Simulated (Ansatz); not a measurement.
The pair A = CH4O (SMILES CO) (first 6 atoms), B = H2 (SMILES [H][H]); geometry from B3LYP-D3(BJ)/def2-TZVP.
(charge 0, multiplicity 1):
```xyz
8

C      0.68555     0.34948    -0.35468
O     -0.66138     0.20278     0.07653
H      1.37289    -0.28148     0.21927
H      0.95633     1.39134    -0.19043
H      0.80218     0.12518    -1.42035
H     -0.93647    -0.70742    -0.07222
H     -0.21498    -0.20730     2.54535
H      0.05452    -0.44675     3.19862
```

Frozen-core correlation.

Run with Ansatz (Gaussian basis) for Hartree–Fock, density functionals and correlated methods. 

Total energies (hartree), monomers frozen at their geometry in the pair:

```json
[
 {"structure": "AB", "MP2/aug-cc-pVDZ": "-116.5792487", "MP2/aug-cc-pVTZ": "-116.6952630", "CCSD(T)/aug-cc-pVDZ": "-116.6216516"},
 {"structure": "A in the pair's basis", "MP2/aug-cc-pVDZ": "-115.4221008", "MP2/aug-cc-pVTZ": "-115.5291982", "CCSD(T)/aug-cc-pVDZ": "-115.4559008"},
 {"structure": "B in the pair's basis", "MP2/aug-cc-pVDZ": "-1.1563524", "MP2/aug-cc-pVTZ": "-1.1650216", "CCSD(T)/aug-cc-pVDZ": "-1.1649228"},
 {"structure": "A", "MP2/aug-cc-pVDZ": "-115.4216812", "MP2/aug-cc-pVTZ": "-115.5289611", "CCSD(T)/aug-cc-pVDZ": "-115.4554537"},
 {"structure": "B", "MP2/aug-cc-pVDZ": "-1.1561631", "MP2/aug-cc-pVTZ": "-1.1649711", "CCSD(T)/aug-cc-pVDZ": "-1.1647393"}
]
```

**Question.** Work out the interaction energy without and with the counterpoise correction, and the superposition error, for each level.

**Answer.** 
E(AB) − E(A) − E(B), times 627.509 kcal/mol, with the monomers in their own basis and then in the pair's basis:
- MP2/aug-cc-pVDZ: -0.88 uncorrected, -0.50 corrected; the monomers gain 0.38 kcal/mol from borrowed functions
- MP2/aug-cc-pVTZ: -0.84 uncorrected, -0.65 corrected; the monomers gain 0.18 kcal/mol from borrowed functions
- CCSD(T)/aug-cc-pVDZ: -0.92 uncorrected, -0.52 corrected; the monomers gain 0.40 kcal/mol from borrowed functions

Ansatz is a first-principles code.
